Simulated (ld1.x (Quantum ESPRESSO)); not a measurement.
## Transferability test, RRKJ potential for Cs

- Element: caesium (Cs)
- Generator: ld1.x (Quantum ESPRESSO) 7.5
- Type: norm-conserving RRKJ (Kleinman–Bylander form)
- Functional: PBE
- Relativity: fully relativistic
- Frozen core: [Kr] 4d10 5s2
- Valence charge: 7
- Reference configuration: 5p6 5d0 6s0 6p0 (charge +1)
- Partial waves: 5p (bound): rc 3.15 bohr; 5d (bound, empty): rc 2.95 bohr; 6s (bound, empty): rc 3.55 bohr
- Local potential: the s channel
- Core correction: a·sin(br)/r model core inside 1.85 bohr

Open shells are filled in proportion to 2j + 1 (rel_dist='average').

Energies are relative to the spin-unpolarised reference configuration 5p6 5d0 6s0 6p0; without spin polarisation the order of configurations can differ from experiment.

| valence configuration | charge | ΔE all-electron (eV) | error AE − PS (meV) |
| --- | --- | --- | --- |
| 5p6 5d0 6s1 6p0 | 0 | -3.863 | +2.9 |
| 5p6 5d0 6s0 6p1 | 0 | -2.495 | -109 |
| 5p5 5d0 6s1 6p0 | +1 | 14.045 | -193 |
| 5p6 5d1 6s0 6p0 | 0 | -2.192 | -6.4 |

Q: What are ΔE and the potential's error for 5p6 5d0 6s0.5 6p0?

A: ΔE = -2.393 eV all-electron; the error (AE − PS) is +0.3 meV.

Q: What are ΔE and the potential's error for 5p6 5d0.5 6s0.5 6p0?

A: ΔE = -3.020 eV all-electron; the error (AE − PS) is -1.1 meV.
